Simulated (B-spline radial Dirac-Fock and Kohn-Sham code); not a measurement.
**What relativity does to the binding energies of Ho¹⁴⁺**

System: the Ho¹⁴⁺ ion, [Kr] 4d10 4f6 5s1.

Both columns are ΔSCF binding energies of the configuration average from a radial B-spline solver: non-relativistic Hartree-Fock with a point nucleus, and Dirac-Fock with a finite nucleus and the Coulomb interaction alone, averaged over the two j levels with weights 2j+1.

| shell | Hartree-Fock (eV) | Dirac-Fock (eV) | shift (eV) | shift (%) |
| --- | --- | --- | --- | --- |
| 1s | 52530.7 | 56183.4 | +3652.70 | +6.95 |
| 2s | 8797.6 | 9747.4 | +949.74 | +10.80 |
| 2p | 8385.4 | 8692.9 | +307.55 | +3.67 |
| 3s | 2230.9 | 2458.7 | +227.77 | +10.21 |
| 3p | 2044.7 | 2127.3 | +82.60 | +4.04 |
| 3d | 1701.5 | 1687.2 | -14.29 | -0.84 |
| 4p | 609.4 | 629.8 | +20.35 | +3.34 |
| 4d | 470.5 | 468.0 | -2.46 | -0.52 |
| 4f | 302.6 | 296.9 | -5.68 | -1.88 |
| 5s | 281.2 | 296.3 | +15.13 | +5.38 |

Relativity binds 1s, 2s, 2p, 3s, 3p, 4p, 5s more strongly, among those listed most of all 2s in relative terms, and 3d, 4d, 4f more weakly, because the contracted s and p shells screen the nucleus better.

Values without a named source are computed, but for edge energies of neutral atoms, which are taken from tables.
